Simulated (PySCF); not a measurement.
# Electronic absorption of C6H8NP

C6H8NP.
SMILES: `CPc1cccnc1`

Computed with TDDFT PBE0/def2-SVPD, vertical, gas phase, core orbitals frozen in the response in PySCF 2.14.0, density-fitted response routines. One conformer (not necessarily the lowest) at the GFN2-xTB geometry, without solvent, vibrations or thermal averaging. Torsions of this conformer, `[CH3:1][PH:2][c:3]1[cH:4][cH:5][cH:6][n:7][cH:8]1`: C1–P2–C3–C4 123°.

| state | E (eV) | λ (nm) | ν̃ (cm⁻¹) | f | \|μ\| (D) | main configurations (H = HOMO, L = LUMO) |
| --- | --- | --- | --- | --- | --- | --- |
| S1 | 4.72 | 262.8 | 38050 | 0.010 | 0.76 | H-1→L (62%), H→L (34%) |
| S2 | 4.89 | 253.5 | 39460 | 0.015 | 0.89 | H→L (48%), H-1→L (34%), H→L+1 (10%) |
| S3 | 4.98 | 249.0 | 40160 | 0.026 | 1.18 | H-1→L+1 (80%), H→L+1 (10%) |
| S4 | 5.26 | 235.7 | 42430 | 0.178 | 2.98 | H→L+1 (72%), H-1→L+1 (14%) |
| S5 | 5.99 | 206.9 | 48330 | 0.036 | 1.25 | H-2→L (63%), H-3→L+1 (18%) |
| S6 | 6.16 | 201.2 | 49700 | 0.026 | 1.05 | H→L+2 (89%) |
| S7 | 6.41 | 193.3 | 51720 | 0.040 | 1.29 | H→L+3 (89%) |
| S8 | 6.54 | 189.6 | 52740 | 0.035 | 1.19 | H-2→L+1 (65%), H-3→L (21%) |

Triplets (Tamm–Dancoff): T1 3.95 eV, H→L+1 (50%), H→L (24%), H-2→L+1 (10%); T2 4.07 eV, H-1→L (83%); T3 4.20 eV, H→L (60%), H→L+1 (15%), H-1→L (12%).

The lowest singlet comes at 263 nm (455 kJ/mol) in the ultraviolet; it is weak; its leading configuration is HOMO-1→LUMO (62%). The strongest level in the table is S4 at 5.26 eV (236 nm, f = 0.178). Löwdin shares by element: HOMO phosphorus 44%, carbon 29% or more (atoms not listed hold the other 27%); LUMO carbon 46% or more, nitrogen 21% (atoms not listed hold the other 33%). The listed states span 1.82 eV, and the widest gap between neighbours is 0.73 eV (S4 to S5). Of the 8 states listed, 8 reach f = 0.01 and none stays under 0.0005. The oscillator strengths of these states sum to 0.367; summed over the whole spectrum of an exact calculation they would give the number of electrons, 66 (Thomas–Reiche–Kuhn). Only the lowest 8 singlets were computed, as vertical energies without vibronic structure.
